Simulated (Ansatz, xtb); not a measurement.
## Relative energy of two isomers of C3H7FGeO

We compare X, `C=[C](OC)[GeH2][F]`, a singlet, with Y, `C[C@H](C=O)[GeH2][F]`, a singlet. Both are isolated molecules in the gas phase, relaxed with r2SCAN-D4/def2-SVP; each stands in its lowest conformer found.

Problem. Estimate which is lower in electronic energy at CCSD(T)/def2-SVP + ΔMP2/def2-TZVPP, and by roughly how much.

Solution. The CCSD(T)/def2-SVP + ΔMP2/def2-TZVPP calculation puts structure Y lower, by 0.781 eV.

Level by level:

```json
{"level": "GFN2-xTB", "geometry": "GFN2-xTB", "E(Y) − E(X) (eV)": "−0.199", "departure from the last row (eV)": "+0.582", "job, with rough time for the two": "optimisation, 0.19 s"}
{"level": "HF/STO-3G", "geometry": "GFN2-xTB", "E(Y) − E(X) (eV)": "−0.560", "departure from the last row (eV)": "+0.221", "job, with rough time for the two": "single point, 0.34 s"}
{"level": "r2SCAN-D4/def2-SVP//GFN2-xTB", "geometry": "GFN2-xTB", "E(Y) − E(X) (eV)": "−0.805", "departure from the last row (eV)": "−0.024", "job, with rough time for the two": "single point, 3.1 s"}
{"level": "r2SCAN-D4/def2-SVP", "geometry": "r2SCAN-D4/def2-SVP", "E(Y) − E(X) (eV)": "−0.785", "departure from the last row (eV)": "−0.005", "job, with rough time for the two": "optimisation, 84 s"}
{"level": "HF/def2-SVP", "geometry": "r2SCAN-D4/def2-SVP", "E(Y) − E(X) (eV)": "−0.782", "departure from the last row (eV)": "−0.002", "job, with rough time for the two": "part of the CCSD(T) run"}
{"level": "MP2/def2-SVP", "geometry": "r2SCAN-D4/def2-SVP", "E(Y) − E(X) (eV)": "−0.958", "departure from the last row (eV)": "−0.177", "job, with rough time for the two": "part of the CCSD(T) run"}
{"level": "CCSD(T)/def2-SVP", "geometry": "r2SCAN-D4/def2-SVP", "E(Y) − E(X) (eV)": "−0.881", "departure from the last row (eV)": "−0.101", "job, with rough time for the two": "single point"}
{"level": "CCSD(T)/def2-SVP + ΔMP2/def2-TZVPP", "geometry": "r2SCAN-D4/def2-SVP", "E(Y) − E(X) (eV)": "−0.781", "departure from the last row (eV)": "", "job, with rough time for the two": "single point, 57 s"}
```

As drawn, Y has 2 C–C, 1 C=O in place of 1 C=C, 2 C–O.

None of the levels shown reverses the order. The largest departure from CCSD(T)/def2-SVP + ΔMP2/def2-TZVPP is that of GFN2-xTB, 0.582 eV. The last row adds to CCSD(T) the change of the MP2 difference between the two basis sets, here +0.101 eV.

With thermal terms from frequencies at re-optimised GFN2-xTB minima (ideal gas, soft modes damped towards free rotors, one conformer each, 298.15 K, 1 atm): on the last row, ΔE + ΔZPE = −0.782, ΔH = −0.779, ΔG = −0.791 eV.

The correlated steps freeze 14 core orbitals; the filled d shell of Ge is correlated, in a basis made for valence electrons. Mirror images aren't counted in ΔG. Run with Ansatz 0.2.0, xtb 6.7.1; the last row on 4 threads of Arm Neoverse V2 on a shared host.
